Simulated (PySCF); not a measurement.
SnCl3: from structure and modes to constants

These are results of UPBE0 in PySCF with Sn def2-SVP with ECP28, Cl def2-SVP; scalar-relativistic core potentials, no spin–orbit coupling; density-fitted integrals, not measurements.

The doublet minimum has C3v symmetry. Masses (u): Sn 119.90220, Cl 34.96885.

```xyz
4
charge 0 multiplicity 2, angstrom
Sn    0.0000    0.0000    0.3939
Cl    2.2047    0.0000   -0.4551
Cl   -1.1023    1.9093   -0.4551
Cl   -1.1023   -1.9093   -0.4551
```

Harmonic wavenumbers (cm⁻¹): 97.2 (e, ×2), 114.6 (a1, ×1), 342.1 (a1, ×1), 371.1 (e, ×2).

(1) Find the principal moments of inertia and the rotational constants. What kind of rotor is it?

(2) What is the harmonic zero-point energy?

Results:

(1) About the centre of mass I = 295.28, 295.28, 509.9 u Å². With B = 16.8576/I this gives 0.05709, 0.05709, 0.03306 cm⁻¹. The molecule is an oblate symmetric top.

(2) Half the sum of all 6 wavenumbers, 1393/2 = 697 cm⁻¹, which is 8.3 kJ/mol (1 cm⁻¹ = 0.0119627 kJ/mol).

Only a few start shapes were tried, so a lower isomer may exist. With an element this heavy the missing spin–orbit coupling can shift these numbers.
